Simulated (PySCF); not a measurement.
PySCF input (BP86/def2-SVP):

```python
from pyscf import gto, dft

mol = gto.M(
    atom='''
    Si   -0.78938600   -0.50066100   -0.22796900
    F    -1.35647200    1.07059600   -0.03395900
    Cl    1.42786300   -0.09936500    0.13243300
    H    -1.01401000   -0.93690900    1.24582900
    ''',
    basis='def2-svp',
    charge=-1,
    spin=0,
    verbose=4,
)

mf = dft.RKS(mol, xc='bp86')
mf.grids.level = 3
mf.conv_tol = 1e-9
mf.max_cycle = 100
mf.max_memory = 1500
mf.kernel()
if not mf.converged:
    mf = mf.newton()
    mf.kernel(mf.make_rdm1())
mf.dip_moment()
```

Output:

```
PySCF version 2.14.0

[INPUT] verbose = 4
[INPUT] num. atoms = 4
[INPUT] num. electrons = 42
[INPUT] charge = -1
[INPUT] spin (= nelec alpha-beta = 2S) = 0
[INPUT] symmetry False subgroup None
[INPUT] Mole.unit = angstrom
[INPUT] Symbol           X                Y                Z      unit          X                Y                Z       unit  Magmom
[INPUT]  1 Si    -0.789386000000  -0.500661000000  -0.227969000000 AA   -1.491723346566  -0.946112171251  -0.430798974891 Bohr   0.0
[INPUT]  2 F     -1.356472000000   1.070596000000  -0.033959000000 AA   -2.563360575641   2.023133230055  -0.064173209464 Bohr   0.0
[INPUT]  3 Cl     1.427863000000  -0.099365000000   0.132433000000 AA    2.698270013400  -0.187772636367   0.250262099855 Bohr   0.0
[INPUT]  4 H     -1.014010000000  -0.936909000000   1.245829000000 AA   -1.916201187570  -1.770501413640   2.354275608041 Bohr   0.0

nuclear repulsion = 131.557537764755
number of shells = 25
number of NR pGTOs = 103
number of NR cGTOs = 55
basis = def2-svp
ecp = {}

******** <class 'pyscf.dft.rks.RKS'> ********
method = RKS
initial guess = minao
damping factor = 0
level_shift factor = 0
DIIS = <class 'pyscf.scf.diis.CDIIS'>
diis_start_cycle = 1
diis_space = 8
diis_damp = 0
SCF conv_tol = 1e-09
SCF conv_tol_grad = None
SCF max_cycles = 100
direct_scf = True
direct_scf_tol = 1e-13
XC library pyscf.dft.libxc version 7.1.2
    S. Lehtola, C. Steigemann, M. J. T. Oliveira, and M. A. L. Marques,  SoftwareX 7, 1–5 (2018)
XC functionals = bp86
    A. D. Becke,  Phys. Rev. A 38, 3098 (1988)
    J. P. Perdew,  Phys. Rev. B 33, 8822 (1986)
    J. P. Perdew,  Phys. Rev. B 34, 7406–7406 (1986)
radial grids:
    Treutler-Ahlrichs [JCP 102, 346 (1995); DOI:10.1063/1.469408] (M4) radial grids

becke partition: Becke, JCP 88, 2547 (1988); DOI:10.1063/1.454033
pruning grids: <function nwchem_prune>
grids dens level: 3
symmetrized grids: False
atomic radii adjust function: <function treutler_atomic_radii_adjust>
small_rho_cutoff = 0
Set gradient conv threshold to 3.16228e-05
Initial guess from minao.
tot grids = 62136
init E= -849.881063237341
  HOMO = -0.218419567488832  LUMO = -0.0550912375243531  gap/eV = 4.44439
cycle= 1 E= -849.910934392156  delta_E= -0.0299  |g|= 0.678  |ddm|= 1.85
  HOMO = 0.0840124282528194  LUMO = 0.212476886370986  gap/eV = 3.49570
cycle= 2 E= -849.598389121762  delta_E= 0.313  |g|= 1.51  |ddm|= 2.12
  HOMO = 0.0504435194958042  LUMO = 0.20114389118536  gap/eV = 4.10077
cycle= 3 E= -849.991746539946  delta_E= -0.393  |g|= 0.17  |ddm|= 1.51
  HOMO = 0.0381015403977365  LUMO = 0.18906266789703  gap/eV = 4.10786
cycle= 4 E= -849.998661239003  delta_E= -0.00691  |g|= 0.0631  |ddm|= 0.332
  HOMO = 0.0320091151331323  LUMO = 0.184585338926325  gap/eV = 4.15181
cycle= 5 E= -849.999743425557  delta_E= -0.00108  |g|= 0.0189  |ddm|= 0.126
  HOMO = 0.0345037176196721  LUMO = 0.186994781580991  gap/eV = 4.14949
cycle= 6 E= -849.9998809055  delta_E= -0.000137  |g|= 0.0031  |ddm|= 0.037
  HOMO = 0.034585466564915  LUMO = 0.186948075657002  gap/eV = 4.14600
cycle= 7 E= -849.999883301004  delta_E= -2.4e-06  |g|= 0.000746  |ddm|= 0.00399
  HOMO = 0.0345650965289614  LUMO = 0.186917972741283  gap/eV = 4.14573
cycle= 8 E= -849.999883474581  delta_E= -1.74e-07  |g|= 9.48e-05  |ddm|= 0.00134
  HOMO = 0.0345542157077858  LUMO = 0.186913243602603  gap/eV = 4.14590
cycle= 9 E= -849.999883477775  delta_E= -3.19e-09  |g|= 2.46e-05  |ddm|= 0.000222
  HOMO = 0.0345545737580051  LUMO = 0.186913525638933  gap/eV = 4.14590
cycle= 10 E= -849.999883477988  delta_E= -2.14e-10  |g|= 9.05e-06  |ddm|= 7.2e-05
  HOMO = 0.0345543407313094  LUMO = 0.186913014605612  gap/eV = 4.14589
Extra cycle  E= -849.999883477963  delta_E= 2.5e-11  |g|= 1.27e-05  |ddm|= 4.56e-05
converged SCF energy = -849.999883477963

WARN: System has nonzero charge -1; the dipole moment is origin-dependent.
Location of origin: [0. 0. 0.]

Dipole moment(X, Y, Z, Debye):  0.69444,  0.81391,  0.17887
```

The dipole moment of an ion depends on the origin.

The geometry given is a B3LYP-D3(BJ)/def2-TZVP minimum.
